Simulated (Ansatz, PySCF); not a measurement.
Molecule: CClF, net charge 0, singlet state. SMILES: F[C]Cl
Geometry: optimised at B3LYP-D3(BJ)/def2-TZVP (Ansatz, an electronic-structure program).

Property: vertical triplet-singlet gap (E(triplet) - E(singlet); each state is the SCF solution reached for its spin; for the singlet the Hartree-Fock reference is unstable and T1 is 0.019), in eV. Cores are frozen in the correlated levels unless marked. UHF or UKS for open shells. Spin-orbit coupling is left out. Non-relativistic. Basis-set limits of correlation are two-point, X^-3; Hartree-Fock from the larger set. The bracket is a focal-point correction in the basis named.

| level | program | vertical triplet-singlet gap (eV) | minus last row |
|---|---|---|---|
| HF/aug-cc-pV(D+d)Z | Ansatz | 0.80 | -1.10 |
| HF/aug-cc-pV(T+d)Z | Ansatz | 0.78 | -1.12 |
| HF/aug-cc-pV(Q+d)Z | Ansatz | 0.78 | -1.12 |
| SVWN5/def2-TZVPD | Ansatz | 1.84 | -0.06 |
| PBE/def2-TZVPD | Ansatz | 1.75 | -0.15 |
| r2SCAN/def2-TZVPD | Ansatz | 1.47 | -0.43 |
| PBE0/def2-TZVPD | Ansatz | 1.57 | -0.33 |
| BHLYP/def2-TZVPD | Ansatz | 1.55 | -0.35 |
| M06-2X/def2-TZVPD | PySCF | 1.71 | -0.19 |
| CAM-B3LYP/def2-TZVPD | Ansatz | 1.66 | -0.24 |
| wB97X-V/def2-TZVPD | Ansatz | 1.80 | -0.10 |
| MP2/aug-cc-pV(T+d)Z | Ansatz | 1.78 | -0.12 |
| RI-MP2/aug-cc-pV(T+d)Z | Ansatz | 1.78 | -0.12 |
| RI-MP2/aug-cc-pV(Q+d)Z | Ansatz | 1.80 | -0.10 |
| RI-MP2/CBS(aug-cc-pV(T+d)Z,aug-cc-pV(Q+d)Z) | Ansatz | 1.83 | -0.07 |
| SCS-MP2/aug-cc-pV(T+d)Z | Ansatz | 1.92 | 0.02 |
| CCSD/aug-cc-pV(D+d)Z | Ansatz | 1.72 | -0.18 |
| CCSD/aug-cc-pV(T+d)Z | Ansatz | 1.73 | -0.17 |
| CCSD(T)/aug-cc-pV(D+d)Z | Ansatz | 1.82 | -0.08 |
| RI-MP2/CBS(aug-cc-pV(T+d)Z,aug-cc-pV(Q+d)Z)+[CCSD(T)-MP2]/aug-cc-pV(D+d)Z | Ansatz | 1.93 | 0.03 |
| RI-MP2/CBS(aug-cc-pV(T+d)Z,aug-cc-pV(Q+d)Z)+[CCSD(T)-MP2]/aug-cc-pV(T+d)Z | Ansatz | 1.90 | 0.00 |
